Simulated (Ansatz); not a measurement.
Calculated with Ansatz (gas phase, PBE0-D4/def2-TZVP geometries, no zero-point term in ΔE). CBS: MP2 limit from def2 TZ/QZ plus the TZ coupled-cluster correction, frozen cores. This one scheme is used for every species. Functionals use def2-TZVPP. B3LYP here is the variant with VWN-RPA as its local correlation; programs differ in this. For Ge outer-core shells are correlated without core-valence functions, which leaves a few kJ/mol of doubt a bond. Scalar relativity is left out up to krypton. One conformer a species, not always the lowest.

`O[SiH2][GeH2][F]` → `[F][GeH3]` + `O[SiH]`  (silylene formation by 1,1-elimination)

| level | ΔE (kJ/mol) | difference from CCSD(T)/CBS |
| --- | --- | --- |
| PBE-D4 | 197.0 | 5.1 |
| PBE0-D4 | 206.0 | 14.1 |
| B3LYP-D4 | 188.2 | -3.7 |
| B2PLYP | 182.9 | -9.0 |
| PBE0 | 198.9 | 7.0 |
| B3LYP | 175.1 | -16.8 |
| SCS-MP2/def2-TZVPP | 184.7 | -7.2 |
| HF/def2-QZVPP | 171.9 | -20.0 |
| MP2/def2-QZVPP | 200.1 | 8.2 |
| CCSD/CBS(def2) | 189.8 | -2.1 |
| CCSD(T)/CBS | 191.9 | 0 |

Largest T1 diagnostic among the species: 0.016.

The D4 term adds +13.1 kJ/mol with B3LYP and +7.1 kJ/mol with PBE0; it sums over pairs of atoms, weighted by their polarisabilities, and B3LYP, whose exchange is more repulsive, gets the larger term. From PBE to PBE0 (25 % exact exchange), in def2-TZVPP and without D4, ΔE moves by +10.0 kJ/mol. In def2-TZVPP, CCSD(T) changes the Hartree–Fock value by +9.5 kJ/mol (the triples alone add +2.1 kJ/mol) and MP2 by +22.1 kJ/mol.
